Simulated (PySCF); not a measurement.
CH₃F, charge +1, doublet, at a GFN2-xTB geometry (a state made from the parent by changing its charge; the spin is typed, not shown lowest); PySCF with M062X/STO-3G.

PySCF was given this input:
```python
from pyscf import gto, scf, dft

mol = gto.M(
    atom='''
C    -0.57309101    0.08399228    0.11214081
F     0.70399105   -0.11149350   -0.09491786
H    -0.84497230   -0.07079984    1.16789950
H    -0.87922493    1.08154650   -0.33862623
H    -1.17317612   -0.51125881   -0.64785744
''',
    basis='sto-3g',
    charge=1,
    spin=1,
    verbose=4,
)

mf = dft.UKS(mol)
mf.xc = 'm062x'
mf.grids.level = 1
mf.kernel()
mf.analyze()
```

The log (banner, timings and long lists left out):

```
PySCF version 2.14.0

[INPUT] verbose = 4
[INPUT] num. atoms = 5
[INPUT] num. electrons = 17
[INPUT] charge = 1
[INPUT] spin (= nelec alpha-beta = 2S) = 1
[INPUT] symmetry False subgroup None
[INPUT] Mole.unit = angstrom
[INPUT] Symbol           X                Y                Z      unit          X                Y                Z       unit  Magmom
[INPUT]  1 C     -0.573091010000   0.083992280000   0.112140810000 AA   -1.082985053350   0.158722405778   0.211915418287 Bohr   0.0
[INPUT]  2 F      0.703991050000  -0.111493500000  -0.094917860000 AA    1.330350278645  -0.210692179669  -0.179368759730 Bohr   0.0
[INPUT]  3 H     -0.844972300000  -0.070799840000   1.167899500000 AA   -1.596766229844  -0.133792307263   2.207010196016 Bohr   0.0
[INPUT]  4 H     -0.879224930000   1.081546500000  -0.338626230000 AA   -1.661494319590   2.043826675982  -0.639910833294 Bohr   0.0
[INPUT]  5 H     -1.173176120000  -0.511258810000  -0.647857440000 AA   -2.216981562680  -0.966139129671  -1.224273129362 Bohr   0.0

nuclear repulsion = 38.3397613205385
number of shells = 9
number of NR pGTOs = 39
number of NR cGTOs = 13
basis = sto-3g
ecp = {}

******** <class 'pyscf.dft.uks.UKS'> ********
method = UKS
initial guess = minao
damping factor = 0
level_shift factor = 0
DIIS = <class 'pyscf.scf.diis.CDIIS'>
diis_start_cycle = 1
diis_space = 8
diis_damp = 0
SCF conv_tol = 1e-09
SCF conv_tol_grad = None
SCF max_cycles = 50
direct_scf = True
direct_scf_tol = 1e-13
number electrons alpha = 9  beta = 8
XC library pyscf.dft.libxc version 7.1.2
    S. Lehtola, C. Steigemann, M. J. T. Oliveira, and M. A. L. Marques,  SoftwareX 7, 1–5 (2018)
XC functionals = m062x
    Y. Zhao and D. G. Truhlar,  Theor. Chem. Acc. 120, 215 (2008)
    Y. Zhao and D. G. Truhlar,  Theor. Chem. Acc. 120, 215 (2008)
radial grids:
    Treutler-Ahlrichs [JCP 102, 346 (1995); DOI:10.1063/1.469408] (M4) radial grids

becke partition: Becke, JCP 88, 2547 (1988); DOI:10.1063/1.454033
pruning grids: <function nwchem_prune>
grids dens level: 1
symmetrized grids: False
atomic radii adjust function: <function treutler_atomic_radii_adjust>
small_rho_cutoff = 0
Set gradient conv threshold to 3.16228e-05
tot grids = 17896
init E= -137.857025790533

cycle= 1 E= -137.322942107068  delta_E= 0.534  |g|= 0.325  |ddm|= 1.73
cycle= 2 E= -137.330567205389  delta_E= -0.00763  |g|= 0.385  |ddm|= 0.822
cycle= 3 E= -137.413309659721  delta_E= -0.0827  |g|= 0.0389  |ddm|= 0.384
cycle= 4 E= -137.414899416729  delta_E= -0.00159  |g|= 0.0195  |ddm|= 0.0705
cycle= 5 E= -137.415306984911  delta_E= -0.000408  |g|= 0.00358  |ddm|= 0.0404
cycle= 6 E= -137.41533822412  delta_E= -3.12e-05  |g|= 0.000748  |ddm|= 0.0144
cycle= 7 E= -137.415338970629  delta_E= -7.47e-07  |g|= 0.000125  |ddm|= 0.00207
cycle= 8 E= -137.415338998245  delta_E= -2.76e-08  |g|= 2.08e-05  |ddm|= 0.000427
cycle= 9 E= -137.415339000334  delta_E= -2.09e-09  |g|= 1.34e-05  |ddm|= 0.000103
cycle= 10 E= -137.415339002232  delta_E= -1.9e-09  |g|= 1.1e-05  |ddm|= 0.000117
cycle= 11 E= -137.415339005328  delta_E= -3.1e-09  |g|= 6.79e-06  |ddm|= 0.00026
cycle= 12 E= -137.415339007057  delta_E= -1.73e-09  |g|= 1.09e-06  |ddm|= 0.000362
cycle= 13 E= -137.415339007066  delta_E= -8.9e-12  |g|= 2.23e-07  |ddm|= 2.49e-05
Extra cycle  E= -137.415339007066  delta_E= -1.14e-13  |g|= 1.28e-07  |ddm|= 4.83e-07
converged SCF energy = -137.415339007066  <S^2> = 0.75298155  2S+1 = 2.0029793
**** SCF Summaries ****
Total Energy =                        -137.415339007066478
Nuclear Repulsion Energy =              38.339761320538535
One-electron Energy =                 -258.620710930086716
Two-electron Energy =                   82.865610602481681
Two-electron Coulomb Energy =           99.325070566705790
DFT Exchange-Correlation Energy =      -16.459459964224113
**** MO energy ****
                             alpha | beta                alpha | beta
MO #1   energy= -25.6150826288328  | -25.6087379252137  occ= 1 | 1
MO #2   energy= -10.8561443859979  | -10.8564471375272  occ= 1 | 1
MO #3   energy= -1.79429129903293  | -1.74097104878009  occ= 1 | 1
MO #4   energy= -1.13118574862909  | -1.10236884967831  occ= 1 | 1
MO #5   energy= -0.961647532368632 | -0.918717267345016 occ= 1 | 1
MO #6   energy= -0.942194994001011 | -0.896258478190291 occ= 1 | 1
MO #7   energy= -0.917405677474211 | -0.830623643185563 occ= 1 | 1
MO #8   energy= -0.752516484175736 | -0.731714176072264 occ= 1 | 1
MO #9   energy= -0.74805234099918  | -0.471746965896294 occ= 1 | 0
MO #10  energy= 0.00665929594368395 | 0.0225859970300853 occ= 0 | 0
MO #11  energy= 0.0535598648756624 | 0.086230121742934  occ= 0 | 0
MO #12  energy= 0.138891271165725  | 0.155948285844672  occ= 0 | 0
MO #13  energy= 0.183485616917983  | 0.188700034815188  occ= 0 | 0

To work with the spin densities directly, `use mulliken_meta_spin()` only printing them here.

 ** Mulliken spin pop alpha/beta on meta-lowdin orthogonal AOs **
 ** Mulliken Spin Density (per AO)  **
spin_pop of  0 C 1s       -0.00000
spin_pop of  0 C 2s       -0.00899
spin_pop of  0 C 2px      -0.01071
spin_pop of  0 C 2py       0.11543
spin_pop of  0 C 2pz      -0.00295
spin_pop of  1 F 1s       -0.00000
spin_pop of  1 F 2s        0.00325
spin_pop of  1 F 2px       0.02758
spin_pop of  1 F 2py       0.57577
spin_pop of  1 F 2pz       0.02308
spin_pop of  2 H 1s       -0.00476
spin_pop of  3 H 1s        0.14092
spin_pop of  4 H 1s        0.14138
 ** Mulliken Spin Density (per atom)  **
spin density of  0 C =      0.09278
spin density of  1 F =      0.62968
spin density of  2 H =     -0.00476
spin density of  3 H =      0.14092
spin density of  4 H =      0.14138
 ** Mulliken pop alpha/beta on meta-lowdin orthogonal AOs **
 ** Mulliken pop       alpha | beta **
pop of  0 C 1s        0.99987 | 0.99987
pop of  0 C 2s        0.53442 | 0.54341
pop of  0 C 2px       0.35600 | 0.36671
pop of  0 C 2py       0.56443 | 0.44900
pop of  0 C 2pz       0.56830 | 0.57125
pop of  1 F 1s        0.99997 | 0.99998
pop of  1 F 2s        0.93870 | 0.93545
pop of  1 F 2px       0.74033 | 0.71275
pop of  1 F 2py       0.98100 | 0.40523
pop of  1 F 2pz       0.98037 | 0.95729
pop of  2 H 1s        0.42097 | 0.42573
pop of  3 H 1s        0.45778 | 0.31686
pop of  4 H 1s        0.45785 | 0.31648
In total             9.00000 | 8.00000
 ** Mulliken atomic charges   ( Nelec_alpha | Nelec_beta ) **
charge of  0C =      0.04673  (     3.02303      2.93024 )
charge of  1F =      0.34894  (     4.64037      4.01069 )
charge of  2H =      0.15330  (     0.42097      0.42573 )
charge of  3H =      0.22536  (     0.45778      0.31686 )
charge of  4H =      0.22567  (     0.45785      0.31648 )

WARN: System has nonzero charge 1; the dipole moment is origin-dependent.
Location of origin: [0. 0. 0.]

Dipole moment(X, Y, Z, Debye): -2.03363,  0.44938, -0.38656
```
